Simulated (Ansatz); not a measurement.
Basis sets compared for GeIH3 (GeH3I). Total charge 0; singlet. Geometry PBE0-D4/def2-TZVP. Ansatz on 4 threads of Intel Xeon on a shared host; times are rough, and most runs start from earlier orbitals.

Cartesian coordinates in Å:
```
Ge 0.142 -0.160 -0.071
I -1.444 1.624 0.717
H 1.380 -0.109 0.831
H 0.501 0.151 -1.527
H -0.580 -1.506 0.050
```

In the def2 sets I takes a core potential; there is no spin–orbit coupling.

Binding counts from free atoms (Ge triplet, I doublet, H doublet) in the same basis, without a counterpoise term.

```tsv
level	functions	energy (Eh)	HOMO (eV)	LUMO (eV)	binding per atom (eV)	wall time
PBE-D4/def2-SVP	73	-2375.9341	-6.33	-1.77	2.40	0.55 s
PBE-D4/def2-TZVP (with forces)	116	-2376.2086	-6.45	-1.90	2.41	0.8 s
r2SCAN-D4/def2-TZVP	116	-2376.6479	-6.75	-1.65	2.45	1.2 s
PBE0-D4/def2-SVP	73	-2376.0213	-7.51	-0.94	2.40	1.2 s
PBE0-D4/def2-TZVP	116	-2376.2937	-7.59	-1.06	2.41	1.2 s
```

Task: Estimate the rows for PBE-D4/def2-TZVPD, r2SCAN-D4/def2-TZVPD, PBE0-D4/def2-TZVPD.

Result: 
```
               level  functions  energy (Eh)  HOMO (eV)  LUMO (eV)  binding per atom (eV)  wall time
   PBE-D4/def2-TZVPD        140   -2376.2093      -6.46      -1.99                   2.41      1.4 s
r2SCAN-D4/def2-TZVPD        140   -2376.6486      -6.75      -1.69                   2.45      1.6 s
  PBE0-D4/def2-TZVPD        140   -2376.2945      -7.59      -1.19                   2.41      1.9 s
```
